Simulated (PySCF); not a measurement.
## Mayer bond orders and bond lengths

Compound: C₇H₈O₃.
SMILES with atom numbers: `[CH3:1][O:2][CH2:3][c:4]1[cH:5][cH:6][cH:7][c:8](=[O:9])[o:10]1` (hydrogens: H11, H12, H13 on C1; H14, H15 on C3; H16 on C5; H17 on C6; H18 on C7)

Structure used (GFN2-xTB), in Å, numbered top down from 1:
```
atom  x, y, z in Å
C1    -3.2902   -0.0941   -0.3489
O2    -1.9213   -0.4196   -0.3498
C3    -1.1144    0.6185    0.1381
C4     0.3313    0.2157    0.0890
C5     0.7761   -0.9854   -0.3462
C6     2.1758   -1.2251   -0.3398
C7     3.0238   -0.2648    0.0943
C8     2.5328    1.0126    0.5567
O9     3.1927    1.9344    0.9620
O10    1.1540    1.1770    0.5232
H11   -3.4915    0.7828   -0.9755
H12   -3.6517    0.1061    0.6666
H13   -3.8113   -0.9578   -0.7559
H14   -1.3800    0.8699    1.1791
H15   -1.2482    1.5357   -0.4602
H16    0.0725   -1.7235   -0.6845
H17    2.5477   -2.1787   -0.6843
H18    4.0931   -0.3974    0.1179
```

Bond orders from the PBE0/pcSseg-1 density (PySCF). The structure is a single GFN2-xTB conformer in the gas phase; no vibrational or solvent corrections.

Question: How far do the computed orders between heavy atoms stray from the drawn ones?

Answer: The largest departure is 0.568, at C8–O10 (drawn aromatic, 0.932), counting aromatic bonds as 1.5. The bonds drawn aromatic range from 0.93 to 1.62.

Question: Set the Mayer orders of the bonds beside their lengths.

Answer: 
| bond | drawn as | length (Å) | Mayer order |
| --- | --- | --- | --- |
| C1–O2 | single | 1.407 | 0.916 |
| O2–C3 | single | 1.402 | 0.942 |
| C3–C4 | single | 1.502 | 1.066 |
| C4–C5 | aromatic | 1.353 | 1.576 |
| C5–C6 | aromatic | 1.420 | 1.181 |
| C6–C7 | aromatic | 1.353 | 1.618 |
| C7–C8 | aromatic | 1.445 | 1.146 |
| C8–O9 | double | 1.204 | 1.969 |
| C8–O10 | aromatic | 1.389 | 0.932 |
| O10–C4 | aromatic | 1.338 | 1.061 |
| C1–H11 | single | 1.096 | 0.959 |
| C1–H12 | single | 1.096 | 0.959 |
| C1–H13 | single | 1.088 | 0.973 |
| C3–H14 | single | 1.103 | 0.914 |
| C3–H15 | single | 1.103 | 0.915 |
| C5–H16 | single | 1.074 | 0.965 |
| C6–H17 | single | 1.080 | 0.968 |
| C7–H18 | single | 1.078 | 0.962 |

By pair of heavy elements: C–O: lowest C1–O2 (0.916, 1.407 Å), highest C8–O9 (1.969, 1.204 Å). C–C: lowest C3–C4 (1.066, 1.502 Å), highest C6–C7 (1.618, 1.353 Å).

Question: Sum the orders of all bonds at each heavy atom with more than one neighbour and set the sums beside the valence in the SMILES.

Answer: C1 3.807 (drawn 4), O2 1.858 (drawn 2), C3 3.837 (drawn 4), C4 3.703 (drawn 4), C5 3.722 (drawn 4), C6 3.767 (drawn 4), C7 3.726 (drawn 4), C8 4.047 (drawn 4), O10 1.993 (drawn 2). Orders between atoms that aren't bonded are not in these sums.

For a closed shell the Mayer order of atoms A and B is Σ (PS)μν (PS)νμ over the basis functions μ on A and ν on B, with P the density and S the overlap matrix.

These values come from a run that also computed NMR shieldings. Hardware: Arm Neoverse V1, one thread, shared host. Cost: 37 s of wall time, 0.87 GiB resident at most.
